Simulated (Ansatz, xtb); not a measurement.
F3GeH3Sn: which of two isomers lies lower

Structure X: `[F][Sn]([F])([F])[GeH3]`, a singlet. Structure Y: `[F][Ge]([F])([F])[SnH3]`, a singlet. Both are isolated molecules in the gas phase, relaxed with PBE-D3(BJ)/def2-SVP.

Q: Estimate which is lower in electronic energy at CCSD(T)/def2-SVP + ΔMP2/def2-TZVPP, and by roughly how much.

A: The CCSD(T)/def2-SVP + ΔMP2/def2-TZVPP calculation puts structure Y lower, by 0.428 eV.

The same difference at several levels:

| level | geometry | E(Y) − E(X) (eV) | departure from the last row (eV) | job, with rough time for the two |
| --- | --- | --- | --- | --- |
| GFN2-xTB | GFN2-xTB | −1.258 | −0.830 | optimisation, 0.2 s |
| HF/STO-3G | GFN2-xTB | −1.086 | −0.658 | single point, 1.9 s |
| r2SCAN-D4/def2-SVP | GFN2-xTB | −0.548 | −0.120 | single point, 4 s |
| PBE-D3(BJ)/def2-SVP | PBE-D3(BJ)/def2-SVP | −0.384 | +0.043 | optimisation, 23 s |
| HF/def2-SVP | PBE-D3(BJ)/def2-SVP | −0.479 | −0.051 | part of the CCSD(T) run |
| MP2/def2-SVP | PBE-D3(BJ)/def2-SVP | −0.287 | +0.140 | part of the CCSD(T) run |
| CCSD(T)/def2-SVP | PBE-D3(BJ)/def2-SVP | −0.352 | +0.076 | single point |
| CCSD(T)/def2-SVP + ΔMP2/def2-TZVPP | PBE-D3(BJ)/def2-SVP | −0.428 |  | single point, 77 s |

As drawn, Y has 3 F–Ge, 3 Sn–H in place of 3 F–Sn, 3 Ge–H.

None of the levels shown reverses the order. The largest departure from CCSD(T)/def2-SVP + ΔMP2/def2-TZVPP is that of GFN2-xTB, 0.830 eV. The last row adds to CCSD(T) the change of the MP2 difference between the two basis sets, here −0.076 eV.

With harmonic frequencies from PBE-D3(BJ)/def2-SVP (ideal gas, rigid rotor, one conformer each, 298.15 K, 1 atm): on the last row, ΔE + ΔZPE = −0.474 eV. A mode under 50 cm⁻¹ makes harmonic enthalpies and free energies unreliable, so none is given.

The correlated steps freeze 16 core orbitals; the filled d shell of Ge and Sn is correlated, in a basis made for valence electrons. Atoms past krypton carry core potentials in the def2 sets, other sets are all-electron and non-relativistic, and no spin–orbit term is included. Run with Ansatz 0.2.0, xtb 6.7.1; the last row on 2 threads of Intel(R) Xeon(R) Platinum 8259CL CPU @ 2.50GHz (Skylake/Cascade Lake) on a shared host.
